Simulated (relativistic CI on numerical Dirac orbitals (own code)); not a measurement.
## Calculated levels, Au⁴²⁺

These numbers are calculated, not measured: Dirac-Coulomb-Breit CI, orbitals from a KLI potential per configuration, a model potential for QED, unscaled Slater integrals (own radial code, finite nucleus).

CI space (outside the closed core [Ar] 3d10): 4s²4p⁶4d, 4s²4p⁶4f, 4s²4p⁵4d², 4s4p⁶4d², 4s²4p⁵4d4f, 4s4p⁶4d4f, 4s²4p⁶5s, 4s²4p⁶5p, 4p⁶4d³, 4p⁵4d⁴, 4p⁵4d³4f, 4s4p⁶4f², 4s4p⁵4f³, 4p⁶4f³. Double excitations out of closed p, d and f shells are left out; levels of such configurations are missing from the list, as are those of other unlisted configurations, and high levels can miss mixing partners.

The lowest level is 4s²4p⁶4d ²D3/2, with 100 % of that term; Hund's rules for 4s²4p⁶4d give ²D with J = 3/2, in agreement.

```
No.  Configuration  Term     J   E (eV)    %  Lifetime (s)
  1       4s²4p⁶4d    ²D   3/2    0.000  100              
  2       4s²4p⁶4d    ²D   5/2   27.259  100      8.78e-06
  3     4p⁵4d²(3F)   ⁴D°   3/2  170.774   43      4.62e-10
  4     4p⁵4d²(3F)   ⁴D°   1/2  171.338   85      1.43e-10
  5     4p⁵4d²(3F)   ⁴F°   5/2  174.645   36      2.04e-10
  6     4p⁵4d²(3F)   ²G°   7/2  176.459   33      3.33e-08
  7     4p⁵4d²(1S)   ²P°   3/2  185.111   28      2.82e-09
  8     4p⁵4d²(3F)   ⁴D°   5/2  194.912   48      6.32e-09
  9     4p⁵4d²(3F)   ⁴G°   9/2  198.265   71      9.27e-06
 10     4p⁵4d²(3P)   ⁴D°   7/2  198.822   40      1.47e-10
 11     4p⁵4d²(3F)   ⁴D°   3/2  201.219   43      7.30e-11
 12     4p⁵4d²(3P)   ⁴P°   5/2  201.772   39      2.20e-10
 13     4p⁵4d²(1G)   ²H°  11/2  203.083   63      1.78e-03
 14     4p⁵4d²(3F)   ²G°   7/2  204.122   45      2.45e-08
 15     4p⁵4d²(3P)   ⁴P°   1/2  206.463   33      6.05e-08
 16     4p⁵4d²(1G)   ²F°   7/2  209.174   36      2.96e-09
 17     4p⁵4d²(3P)   ⁴D°   5/2  209.784   43      9.14e-11
 18     4p⁵4d²(3P)   ⁴S°   3/2  211.208   32      1.22e-09
 19     4p⁵4d²(1G)   ²G°   9/2  212.147   59      7.18e-05
 20     4p⁵4d²(1G)   ²F°   5/2  217.276   54      3.80e-12
 21     4p⁵4d²(3P)   ²D°   3/2  224.260   37      1.24e-12
 22     4p⁵4d²(3F)   ⁴G°  11/2  225.754   63      5.58e-06
 23     4p⁵4d²(1D)   ²F°   7/2  228.342   41      3.54e-11
 24     4p⁵4d²(1D)   ²D°   5/2  228.675   53      1.49e-09
 25     4p⁵4d²(1G)   ²G°   9/2  231.328   46      3.97e-06
 26     4p⁵4d²(1D)   ²P°   1/2  231.853   72      1.16e-12
 27     4p⁵4d²(3P)   ²P°   1/2  236.670   54      2.53e-12
 28     4p⁵4d²(1D)   ²F°   7/2  240.611   39      7.06e-11
 29     4p⁵4d²(1S)   ²P°   3/2  246.637   59      1.29e-09
 30       4s²4p⁶4f   ²F°   5/2  253.590   52      5.60e-13
 31     4p⁵4d²(3P)   ²P°   3/2  256.678   46      1.02e-12
 32     4p⁵4d²(3F)   ²D°   5/2  258.607   35      8.13e-13
 33       4s²4p⁶4f   ²F°   7/2  258.884   57      1.12e-12
 34     4p⁵4d²(3F)   ²F°   5/2  308.561   45      7.00e-13
 35     4p⁵4d²(3P)   ²P°   1/2  328.221   57      3.77e-13
 36     4p⁵4d²(3F)   ⁴G°   7/2  329.250   47      2.68e-10
 37      4s²4p⁵4d²   ²D°   5/2  330.535   29      1.17e-11
 38     4p⁵4d²(3F)   ²D°   3/2  331.835   36      1.43e-12
 39     4p⁵4d²(3P)   ⁴P°   1/2  333.307   45      4.87e-10
 40     4p⁵4d²(1G)   ²H°   9/2  335.632   48      4.80e-08
 41     4p⁵4d²(3F)   ²D°   3/2  336.206   57      2.09e-13
 42     4p⁵4d²(3F)   ²F°   7/2  354.677   43      5.25e-13
 43     4p⁵4d²(3F)   ²D°   5/2  355.639   50      2.49e-13
 44     4p⁵4d²(3P)   ²P°   3/2  358.280   53      3.03e-13
 45     4p⁵4d²(1G)   ²F°   7/2  359.802   49      6.11e-13
```

Energies count from the lowest computed level; ° marks odd parity; lifetimes are radiative, by E1, M1, E2, M2, E3 decay to levels of this space only. Percentages are summed over parent terms; the parents shown are those of the largest component, closed shells are left out there.

The mean weight of the leading LS term, summed over parents, in these 45 levels is 50 %, and that of the leading jj configuration (from the same eigenvectors) 88 %, so jj coupling describes them better and the LS labels are nominal.

At this charge energies of transitions that change n are usually good to better than 1 %, and those within a shell (Δn = 0) to a few per cent.

LS names give the leading component of a level, which can be under half, so a name can repeat, a term be missing and a line seem to break the LS rules.
